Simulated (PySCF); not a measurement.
**Se: electron affinity**

Se⁻ [Ar] 3d10 4s2 4p5 (2P) → Se [Ar] 3d10 4s2 4p4 (3P), as a difference of total energies. All numbers are calculated (PySCF 2.14, the spin-free X2C one-electron Hamiltonian (Gaussian nucleus), in aug-cc-pVTZ-DK (7s6p4d2f, 59 functions)). Correlated levels: valence: [Ar] 3d10 frozen. The calculations carry no spin-orbit coupling.

```tsv
method	electron affinity (eV)
UHF	0.929
LDA	2.349
PBE	2.093
PBE0	2.013
r2SCAN	2.065
wB97X	2.092
HSE06	2.047
B2PLYP	1.998
M06-2X	1.908
MP2 (valence)	1.851
SCS-MP2 (valence)	1.848
```

**Question.** How much does correlation contribute at MP2 (valence)?

**Answer.** 1.851 − (0.929) = 0.922 eV, measured against UHF.

A first-order spin-orbit estimate (lowest level to lowest level, LS coupling) adds -0.014 eV.

Errors of the correlated levels include the incompleteness of this basis and the frozen core.

In the anion the highest occupied orbital energy is positive at LDA, PBE, PBE0, r2SCAN, HSE06, a self-interaction effect; the basis confines that electron, and the energy difference can still be sensible.

For comparison: 2.021 eV (measured; photodetachment measurements, as compiled on the Wikipedia data page of electron affinities).
